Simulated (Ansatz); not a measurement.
**Run times for InCl (SMILES [Cl][In])**

InCl: 2 atoms, total charge 0, spin state singlet. As SMILES, `[Cl][In]`. The coordinates come from a PBE0-D4/def2-TZVP relaxation.

```xyz
2

Cl    0.0000    0.0000   -0.0139
In    0.0000    0.0000    2.3996
```

Program: Ansatz 0.2.0. Hardware: 1 thread of Arm Neoverse V1, shared host, so times are rough. Ansatz fits the integrals of SCF and DFT runs by default. Its times include its search for lower SCF states.

(1) Estimate their order by wall time, quickest first.
A. energy at HF/STO-3G
B. energy at CCSD/def2-TZVPPD (core potential), 9 core orbitals frozen
C. energy at HF/def2-TZVPPD (core potential)

Results:

(1) A (0.6 s), C (3.9 s), B (12 s).
